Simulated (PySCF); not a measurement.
## Diatomic cations of F with group 15

PBE with double-zeta basis sets in PySCF, for the lowest determinant that a PBE0 search found; no spin–orbit coupling. De refers to high-spin ground-configuration atoms (the charge goes to the atom of lower measured ionisation energy or higher electron affinity, which is not always the lowest computed limit). A positive dipole points towards F; it is taken about the centre of mass and depends on that origin.

| M | basis | charged atom | state (unpaired electrons) | Re (Å) | ωe (cm⁻¹) | De (eV) | μ (D) |
| --- | --- | --- | --- | --- | --- | --- | --- |
| As | pcseg-1 | As+ | doublet (π ↑) | 1.730 | 755 | 4.88 | -2.39 |
| Sb | x2c-SVPall | Sb+ | doublet (π ↑) | 1.904 | 684 | 4.67 | -2.64 |
| Bi | def2-SVP | Bi+ | doublet (π ↑) | 2.008 | 623 | n/a | -2.83 |

The shortest bond is that of AsF⁺ (1.730 Å), the longest that of BiF⁺ (2.008 Å).

The rows differ in basis set, which adds steps of its own.

Down a group the atoms grow and get heavier, so bonds lengthen and wavenumbers fall; this series shows no clear exception.

These are scalar-relativistic numbers at best; spin–orbit coupling would shift them, the dissociation energy most. For an ion De counts to the pair picked by the measured ionisation energies or electron affinities, which need not be the lowest pair at this level. States were picked by a PBE0 search and need not be the measured ground states.
